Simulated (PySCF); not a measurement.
# Two-photon absorption: SMILES OCc1ccc(Br)cc1, C₇H₇BrO

Geometry (Å), atoms numbered from 1 in this order:
```xyz
16

O    -2.970    1.121   -1.199
C    -2.657   -0.013   -0.444
C    -1.165   -0.144   -0.293
C    -0.628   -1.174    0.485
C     0.747   -1.320    0.630
C     1.599   -0.422   -0.013
Br    3.469   -0.612    0.177
C     1.085    0.610   -0.792
C    -0.296    0.743   -0.929
H    -3.926    1.188   -1.269
H    -3.109    0.031    0.569
H    -3.041   -0.940   -0.917
H    -1.294   -1.879    0.992
H     1.161   -2.125    1.240
H     1.760    1.308   -1.291
H    -0.716    1.547   -1.535
```

The calculation used TDDFT CAM-B3LYP/aug-cc-pVDZ excited states, vertical, gas phase (PySCF 2.14.0). Geometry: PBE0-D3(BJ)/def2-SVP.

The calculation is non-relativistic, which matters for the atoms heavier than Zn.

Give the one- and two-photon strengths of the lowest singlets.

δ for parallel linear polarisation; σ at the peak of a Lorentzian of half width 0.1 eV, single beam; Ω is circular over linear.
| state | E (eV) | f | photon λ (nm) | δ (au) | σ (GM) | Ω | main |
| --- | --- | --- | --- | --- | --- | --- | --- |
| S1 | 5.17 | 0.007 | 479 | 6.07 | 0.06 | 0.73 | HOMO→LUMO+3 0.44, HOMO→LUMO+1 0.26 |
| S2 | 5.64 | 0.000 | 440 | 1.24 | 0.01 | 1.50 | HOMO→LUMO+5 0.43, HOMO→LUMO+8 0.14 |
| S3 | 5.68 | 0.168 | 437 | 26.7 | 0.32 | 0.93 | HOMO→LUMO+1 0.54, HOMO→LUMO+3 0.22 |
| S4 | 6.05 | 0.002 | 410 | 41 | 0.55 | 1.47 | HOMO→LUMO 0.64, HOMO→LUMO+5 0.10 |
| S5 | 6.33 | 0.006 | 392 | 28.9 | 0.42 | 1.48 | HOMO→LUMO+2 0.45, HOMO→LUMO+4 0.18 |
| S6 | 6.55 | 0.293 | 379 | 12.2 | 0.19 | 1.32 | HOMO−1→LUMO+1 0.52, HOMO→LUMO+3 0.25 |

Among these, the strongest one-photon state is S6, the strongest two-photon state S4, with a dipole change of 9.6 D (relaxed, norm of the difference vector).
